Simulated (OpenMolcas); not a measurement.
**Rh⁺: effect of the active space**

```json
{
 "Program": "OpenMolcas 26.06",
 "Method": "CASSCF or its RAS form",
 "Basis": "ANO-RCC-VTZP",
 "Scalar Hamiltonian": "DKH2, point nucleus",
 "Spin-orbit coupling": "RASSI with atomic mean-field integrals over the reference wave functions, term energies averaged over their components"
}
```

A. 8 electrons in 5 orbitals (4d); 2S+1 = 3 even, 10 roots; 2S+1 = 1 even, 15 roots; cost about 4 core-seconds
B. 8 electrons in 6 orbitals (4d 5s); 2S+1 = 5 even, 15 roots (10 in the spin-orbit step); 2S+1 = 3 even, 55 roots; 2S+1 = 1 even, 43 roots; cost about 40 core-seconds
C. 8 electrons in 9 orbitals (RAS2 4d 5s; RAS3 5p, at most 2 electrons); 2S+1 = 3 even, 55 roots; 2S+1 = 5 even, 10 roots kept (CI in the orbitals of an earlier block); 2S+1 = 1 even, 50 roots kept (CI in the orbitals of an earlier block); 2S+1 = 3 odd, 21 roots; 2S+1 = 5 odd, 22 roots kept (CI in the orbitals of an earlier block); 2S+1 = 1 odd, 9 roots kept (CI in the orbitals of an earlier block, 0 in the spin-orbit step); cost roughly 9 core-minutes

Energies in cm⁻¹ above 4d⁸ ³F₄, the measured ground level; measured values from NIST Handbook of Basic Atomic Spectroscopic Data.

```csv
Level,A,B,C,Measured
4d⁸ ³F₄,0.0,0.0,0.0,0.0
4d⁸ ³F₃,2359,2498,2488,2401
4d⁸ ³F₂,3715,3751,3870,3581
4d⁸ ³P₁,15069,13630,13670,10515
4d⁸ ³P₀,15364,13995,14045,10761
4d⁸ ¹G₄,18679,16040,18436,14855
```

Deviations, from unrounded energies. A percentage is the sum of absolute deviations over the sum of measured energies, with the sign that they share, or ± where signs differ.

```json
{"Against measurement": "mean absolute deviation (cm-1)", "Levels": "5", "A": "2600", "B": "1600", "C": "2100"}
{"Against measurement": "fine structure of the ground term (%)", "Levels": "2", "A": "±2.9", "B": "+4.5", "C": "+6.3"}
{"Against measurement": "other terms of the ground configuration (%)", "Levels": "3", "A": "+35.9", "B": "+20.8", "C": "+27.7"}
```

B lies closest to measurement on these levels and A furthest from it. The largest miss of B in the table is 4d⁸ ³P₀, by +3200 cm-1. The ranking rests on the paired levels alone, and a cruder setting can come out closer through cancelling errors.

Among A to C the level of the table that moves most is 4d⁸ ¹G₄, by 2600 cm-1 (lowest in B, highest in A).

Without dynamic correlation excited terms often stand tens of per cent too high (terms of higher spin than the ground term too low), and those without a measured partner can miss by more than the paired ones. Configurations with an s electron lie low at this charge and mix in, so terms can be misplaced (holds for A). Some high roots are left out of the spin-orbit mixing, which shifts the levels that they would mix with (holds for B; C). Terms from blocks run as CI alone lack orbitals of their own (holds for C). Computed and measured levels are paired by configuration, term and J; levels that our copy of the source lacks, or whose pairing is in doubt (as where it misses far off the trend of its configuration), stay unpaired and out of the deviations. Only configurations of the active space appear. The table leaves out levels that lie high or whose names do not pair safely across all columns.
